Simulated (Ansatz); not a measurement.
Spectroscopic constants of Li$_{2}$-, multiplicity 2 (lowest of 2S+1 = 2, 4 at CCSD(T)/def2-TZVPP on PBE0 minima; our sources give no spin for the ground state, which may be another). The T1 diagnostic near the minimum is 0.151, so single-reference values are doubtful.

Constants: fifth-degree fit in 1/R to seven points, most abundant isotopes. In def2 and cc sets the state is the lowest found near the PBE0 minimum, followed along R.

Run with Ansatz (a program for electronic structure). Each number belongs to the level named beside it.

Energies at B97M-V/def2-TZVPP:

```
R (Å)      E (hartree)
--------  ------------
2.939427  -15.05478943
3.018444  -15.05504653
3.091140  -15.05515251
3.173317  -15.05514912
3.255495  -15.05504011
3.350315  -15.05481183
3.460938  -15.05444219
```

With a reduced mass of 3.5080 u, find the minimum, the force constant and the constants.

A fifth-degree polynomial in 1/R puts the minimum at r_e = 3.1291 Å with force constant 7.67 N/m. Then ω_e = (1/2πc)√(k/μ) = 193 cm⁻¹ and B_e = h/(8π²cμr_e²) = 0.4908 cm⁻¹; the cubic and quartic terms give α_e = 0.014 and ω_e x_e = 3.9 cm⁻¹.
